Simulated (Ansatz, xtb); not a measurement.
# Isomers of C7H3N2P in order of energy

6 gas-phase structures of C7H3N2P, from a drawn sample of its isomers (lower ones may exist). Each was relaxed with GFN2-xTB:

A. `N#CC1=CC=CC(C#N)=P1`, a singlet
B. `N#CC1=C(C#N)C=PC=C1`, a singlet
C. `N#CC1=CP=C(C#N)C=C1`, a singlet
D. `N#CC1=CP=CC(C#N)=C1`, a singlet
E. `N#CC1=CC=CP=C1C#N`, a singlet
F. `N#CC1=CC(C#N)=PC=C1`, a singlet

Which do you expect lowest at r2SCAN-D4/def2-SVP, and how would the others follow?

Calculated order at r2SCAN-D4/def2-SVP: A (0.0), F (0.4), C (0.6), D (2.3), E (2.3), B (2.8) kcal/mol. Less than 1 kcal/mol parts A and F; F and C; D and E; E and B, so the order within those pairs means little.

Energies above the lowest of each column, in kcal/mol; the last columns are at B3LYP-D3(BJ)/def2-SVP geometries:

```json
{"structure": "A", "GFN2-xTB": "0.0", "HF/STO-3G": "0.0", "r2SCAN-D4/def2-SVP": "0.0", "B3LYP-D3(BJ)/def2-SVP": "0.0", "CCSD(T)/def2-SVP + ΔMP2/def2-TZVPP": "0.0"}
{"structure": "F", "GFN2-xTB": "0.3", "HF/STO-3G": "1.0", "r2SCAN-D4/def2-SVP": "0.4", "B3LYP-D3(BJ)/def2-SVP": "0.3", "CCSD(T)/def2-SVP + ΔMP2/def2-TZVPP": "0.0"}
{"structure": "C", "GFN2-xTB": "0.6", "HF/STO-3G": "1.8", "r2SCAN-D4/def2-SVP": "0.6", "B3LYP-D3(BJ)/def2-SVP": "0.5", "CCSD(T)/def2-SVP + ΔMP2/def2-TZVPP": "0.2"}
{"structure": "D", "GFN2-xTB": "1.7", "HF/STO-3G": "3.8", "r2SCAN-D4/def2-SVP": "2.3", "B3LYP-D3(BJ)/def2-SVP": "2.0", "CCSD(T)/def2-SVP + ΔMP2/def2-TZVPP": "0.9"}
{"structure": "E", "GFN2-xTB": "1.5", "HF/STO-3G": "3.3", "r2SCAN-D4/def2-SVP": "2.3", "B3LYP-D3(BJ)/def2-SVP": "2.2", "CCSD(T)/def2-SVP + ΔMP2/def2-TZVPP": "2.0"}
{"structure": "B", "GFN2-xTB": "1.8", "HF/STO-3G": "4.3", "r2SCAN-D4/def2-SVP": "2.8", "B3LYP-D3(BJ)/def2-SVP": "2.6", "CCSD(T)/def2-SVP + ΔMP2/def2-TZVPP": "1.9"}
```

CCSD(T)/def2-SVP + ΔMP2/def2-TZVPP has A and C and D and F within 1 kcal/mol of each other at the bottom, and every level picks one of them. CCSD(T)/def2-SVP + ΔMP2/def2-TZVPP orders those it was run on as F (0.0), A (0.0), C (0.2), D (0.9), B (1.9), E (2.0) kcal/mol. Less than 1 kcal/mol parts F and A; A and C; C and D; B and E, so the order within those pairs means little. ΔMP2 is the change of the MP2 energy from the smaller to the larger basis.

Over these structures GFN2-xTB departs from r2SCAN-D4/def2-SVP by 0.4 kcal/mol on average once a common shift is removed. A GFN2-xTB relaxation took about 0.085 s and the r2SCAN-D4/def2-SVP energy about 3.9 s on a shared host (Ansatz 0.2.0, xtb 6.7.1).
